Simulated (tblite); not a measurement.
Calculated harmonic vibrations of the isolated species, GFN2-xTB (tblite), most abundant isotopes, no scaling. Against measured fundamentals such values can be off by several per cent, at times by over 20. Modes of hydrogen on silicon can be 10 to 20 % off. One conformer each. Open shells enter through the occupations alone, without spin polarisation, and single modes of such species can be off by tens of per cent. Thermal functions are those of the rigid rotor and harmonic oscillator, without mixing of conformers.

Question: Order these by their zero-point energy, highest first (kcal/mol).
A. `CN(C)[Si@@H]1CCC[Si@H]1N`
B. `C=C[P@](=S)(C(C)C)C1CC1`
C. `N[Si@@H](C[SiH3])N1CCCC1`
D. `[O]C1=CC=CC=C1OC=O` [radical]
E. `CN(C)[Si@H]1N[SiH2]C[C@H]1C`
F. `FC(F)=C(F)c1ccccn1`

Answer: B (130.3), A (129.6), E (128.4), C (127.3), D (63.7), F (59.1).

```json
{"SMILES": "C=C[P@](=S)(C(C)C)C1CC1", "atoms": "25", "mass (u)": "174.06", "symmetry number": "1", "modes under 300 cm⁻¹": "12", "ZPE (kcal/mol)": "130.3", "S translation (cal/(mol K))": "44.0", "S rotation": "32.0", "S vibration": "70.8", "S spin": "0.0", "S": "146.8", "Cp": "74.2"}
{"SMILES": "CN(C)[Si@@H]1CCC[Si@H]1N", "atoms": "25", "mass (u)": "160.09", "symmetry number": "1", "modes under 300 cm⁻¹": "12", "ZPE (kcal/mol)": "129.6", "S translation (cal/(mol K))": "43.7", "S rotation": "31.8", "S vibration": "69.1", "S spin": "0.0", "S": "144.6", "Cp": "74.5"}
{"SMILES": "C[C@@H]1C[SiH2]N[Si@@H]1N(C)C", "atoms": "25", "mass (u)": "160.09", "symmetry number": "1", "modes under 300 cm⁻¹": "11", "ZPE (kcal/mol)": "128.4", "S translation (cal/(mol K))": "43.7", "S rotation": "31.6", "S vibration": "68.9", "S spin": "0.0", "S": "144.2", "Cp": "74.5"}
{"SMILES": "N[Si@@H](C[SiH3])N1CCCC1", "atoms": "25", "mass (u)": "160.09", "symmetry number": "1", "modes under 300 cm⁻¹": "11", "ZPE (kcal/mol)": "127.3", "S translation (cal/(mol K))": "43.7", "S rotation": "32.0", "S vibration": "71.4", "S spin": "0.0", "S": "147.1", "Cp": "75.1"}
{"SMILES": "[O]c1ccccc1OC=O", "atoms": "15", "mass (u)": "137.02", "symmetry number": "1", "modes under 300 cm⁻¹": "5", "ZPE (kcal/mol)": "63.7", "S translation (cal/(mol K))": "43.3", "S rotation": "30.7", "S vibration": "38.8", "S spin": "1.4", "S": "114.1", "Cp": "49.4"}
{"SMILES": "FC(F)=C(F)c1ccccn1", "atoms": "15", "mass (u)": "159.03", "symmetry number": "1", "modes under 300 cm⁻¹": "5", "ZPE (kcal/mol)": "59.1", "S translation (cal/(mol K))": "43.7", "S rotation": "31.7", "S vibration": "44.3", "S spin": "0.0", "S": "119.6", "Cp": "51.8"}
```

Entropies and Cp are for 500 K and 1 bar.
